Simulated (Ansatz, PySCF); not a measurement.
Pulling on the Be1–I3 bond in BeBrI (SMILES [Br][Be][I]) (multiplicity 1 held, fragments rigid). Energies count from the point at 2.165 Å.
Geometry at that point (charge 0, multiplicity 1):
```xyz
3

Be     0.000     0.000    -0.503
Br     0.000     0.000    -2.459
I      0.000     0.000     1.662
```

Restricted levels (R-, RO-) in cc, def2 and unpolarised 6-31G sets keep to the state of the molecule at rest. U- levels take the lowest unrestricted solution at each point, which mixes spins at long bonds. Active spaces are followed from a long bond inwards. Left out are points that failed, MP2 points in a non-variational dive below the minimum, coupled-cluster points behind a sign of a changed root (a jump of the amplitudes, or a one-step jump against full CI or MRCI), small-basis points behind a change of solution, and semi-empirical points at long bonds. Levels need not reach the same state.

Cores are frozen in the correlated methods. Filled d and f shells under p-block atoms count as core. Rows in LANL2DZ carry no dispersion term and start afresh at each structure. LANL2DZ brings its own core potentials from Na on.

Codes used: Ansatz (an electronic-structure program) with Gaussian orbitals; PySCF for LANL2DZ rows.  In def2 rows elements past Kr take small-core potentials, without spin–orbit coupling.

Energies in kcal/mol.

```tsv
R (Å)	R-B3LYP/LANL2DZ	R-B3LYP/def2-TZVPPD	U-SCS-MP2/def2-TZVPPD	FIC-MRCISD+Q on CASSCF(6,4)/def2-TZVPPD
1.732	53.7	50.7	55.1	55.2
1.949	10.3	9.4	10.9	11.0
2.165	0.0	0.0	0.0	0.0
2.382	4.8	5.0	4.4	4.2
2.598	15.7	16.0	15.3	14.9
2.923	35.0	35.4	35.4	34.5
3.248	52.9	53.7	62.8	53.0
3.789	76.3	77.5	85.4	76.0
4.331	91.9	93.3	91.5	87.4
4.980	103.3	104.5	93.4	91.7
5.846	left out	112.1	93.9	92.8
6.929	left out	116.1	94.1	93.0
```

Doubts at one or more of the structures used: a restricted determinant that unrestricted orbitals would lower (R-B3LYP/def2-TZVPPD); a spin-contaminated determinant (U-SCS-MP2/def2-TZVPPD); active orbitals that take no part (FIC-MRCISD+Q on CASSCF(6,4)/def2-TZVPPD).
